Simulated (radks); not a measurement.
Results of a calculation; reference values are marked as such.
Q: All-electron atom: Au3.5+ in [Xe] 4f14 5d6.5 6s1 (fractional occupations, a model configuration). Level of theory: Dirac Kohn-Sham, BLYP, spin-unpolarised, spherical densities, finite nucleus; open shells are shared between the two j in proportion to 2j + 1; Fermi nuclear charge, rms radius 5.4371 fm (a radial shooting solver on a logarithmic mesh with Libxc functionals). Some entries of the table are withheld. Estimate them.

orbital  occ.  eigenvalue (eV)  <1/r> (bohr^-1)  <r^2> (bohr^2)
1s1/2       2        -80666.34            95.68       0.0003934
2s1/2       2              (1)            23.52        0.005939
2p1/2       2        -13684.41            23.49        0.004201
2p3/2       4        -11848.42            19.14        0.005389
3s1/2       2        -3403.337              (2)         0.03857
3p1/2       2        -3142.073            8.550         0.03516
3p3/2       4        -2736.934            7.416         0.04158
3d3/2       4        -2301.341            7.314         0.03189
3d5/2       6        -2214.247            7.056         0.03364
4s1/2       2        -776.5941            3.653          0.1871
4p1/2       2        -664.9790            3.545             (3)
4p3/2       4        -567.7728            3.151             (4)
4d3/2       4        -384.7233              (5)          0.2362
4d5/2       6        -366.6183              (6)          0.2478
5s1/2       2        -156.0317            1.490          0.9497
4f5/2       6        -131.8033            2.483          0.2958
4f7/2       8        -127.9833            2.448          0.3042
5p1/2       2        -119.3734            1.368           1.104
5p3/2       4        -102.2314            1.229           1.314
5d3/2     2.6              (7)           0.9559           2.136
5d5/2     3.9              (8)           0.9256           2.261
6s1/2       1         -40.5161           0.5894             (9)

A: 
(1) 2s1/2 eigenvalue (eV): -14263.07
(2) 3s1/2 <1/r> (bohr^-1): 8.634
(3) 4p1/2 <r^2> (bohr^2): 0.1909
(4) 4p3/2 <r^2> (bohr^2): 0.2236
(5) 4d3/2 <1/r> (bohr^-1): 2.948
(6) 4d5/2 <1/r> (bohr^-1): 2.857
(7) 5d3/2 eigenvalue (eV): -51.7286
(8) 5d5/2 eigenvalue (eV): -49.7197
(9) 6s1/2 <r^2> (bohr^2): 5.337
